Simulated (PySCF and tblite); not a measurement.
Results of a calculation; reference values are marked as such.
C4H9Br, numbered as in [CH3:1][CH2:2][CH2:3][CH2:4][Br:5].

Free energies: PBE0-D3(BJ)/def2-TZVP (IEF-PCM, chloroform) on PBE0-D3(BJ)/def2-SVP structures plus GFN2-xTB thermal terms, symmetry and mirror images included. Conformers within 3 kcal/mol (GFN2-xTB free energy) were kept, 8 at most. GIAO shieldings: wB97X-D/pcSseg-1 (IEF-PCM, chloroform). Shifts are against TMS (¹H), TMS (¹³C) at the same level. Run with PySCF (density fitting) and tblite.

Torsions listed: C1–C2–C3–C4, C2–C3–C4–Br5. Of a mirror pair one member is shown.

```json
{"conformer": "1", "shape": "-179°, -66°", "symmetry": "C1 (pair)", "E(GFN2) kcal/mol": "0.00", "E(DFT) kcal/mol": "0.00"}
{"conformer": "2", "shape": "180°, 179°", "symmetry": "Cs", "E(GFN2) kcal/mol": "0.07", "E(DFT) kcal/mol": "0.11"}
{"conformer": "3", "shape": "-58°, -60°", "symmetry": "C1 (pair)", "E(GFN2) kcal/mol": "0.53", "E(DFT) kcal/mol": "0.23"}
{"conformer": "4", "shape": "65°, 178°", "symmetry": "C1 (pair)", "E(GFN2) kcal/mol": "0.51", "E(DFT) kcal/mol": "0.73"}
{"conformer": "5", "shape": "70°, -79°", "symmetry": "C1 (pair)", "E(GFN2) kcal/mol": "1.90", "E(DFT) kcal/mol": "2.43"}
```

Task: How much do the weights at 298.15 K and the averaged shift of H4 depend on how the conformers are weighted?

Result: 
```
                                                              weighting  1 (%)  2 (%)  3 (%)  4 (%)  5 (%)  δ (ppm)  rms dipole (D)
DFT energy with thermal terms, symmetry and mirror images (full scheme)     41     23     22     13      0     3.43            2.74
                             DFT energy with symmetry and mirror images     42     17     28     12      1     3.45            2.73
                                                        bare DFT energy     36     29     24     10      1     3.41            2.75
                        GFN2-xTB energy with symmetry and mirror images     43     19     18     18      2     3.42            2.74
                                                   GFN2-xTB free energy     42     25     13     18      1     3.40            2.75
                                                leading conformer alone    100      0      0      0      0     3.49            2.67
                                                          equal weights     20     20     20     20     20     3.41            2.77
                         full scheme, search stopped after three starts     99      0      0      0      1     3.49            2.67
```

The largest departure from the full scheme, 0.07 ppm, comes with: leading conformer alone.

Spin–orbit effects of the heavy atoms on shieldings are missing.
